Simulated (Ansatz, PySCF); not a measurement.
This Ansatz (a program for electronic structure) input computes a PBE/def2-TZVPD energy:

Ansatz 0.2 input:
```yaml
crystal:
  periodic: [false, false, false]
  atoms:
    - {symbol: Al, position_ang: [0.00000000, 0.00000000, 0.00000000]}
    - {symbol: H, position_ang: [0.00000000, 0.00000000, 1.54907623]}
    - {symbol: H, position_ang: [-0.00000000, -0.00000000, -1.54907623]}
basis:
  gaussian:
    orbitals: def2-TZVPD
hamiltonian:
  xc: {name: PBE}
total_charge: 1
output: {forces: true}
```

Problem. Write an input for the same energy in PySCF and say what it gives.

Solution. 
```python
from pyscf import gto, scf, dft

mol = gto.M(
    atom='''
    Al    0.00000000    0.00000000    0.00000000
    H     0.00000000    0.00000000    1.54907623
    H    -0.00000000   -0.00000000   -1.54907623
    ''',
    basis='def2-tzvpd',
    charge=1,
    spin=0,
    verbose=4,
)

mf = dft.RKS(mol, xc='pbe').density_fit(auxbasis='def2-universal-jkfit')
mf.grids.level = 3
mf.conv_tol = 1e-9
mf.max_cycle = 100
mf.max_memory = 1500
mf.kernel()
if not mf.converged:
    mf = mf.newton()
    mf.kernel(mf.make_rdm1())
mf.analyze()
```
It gives -243.15705 Eh, and Ansatz -243.15702 Eh, a difference of 0.03 mEh, from the treatment of integrals and grids.
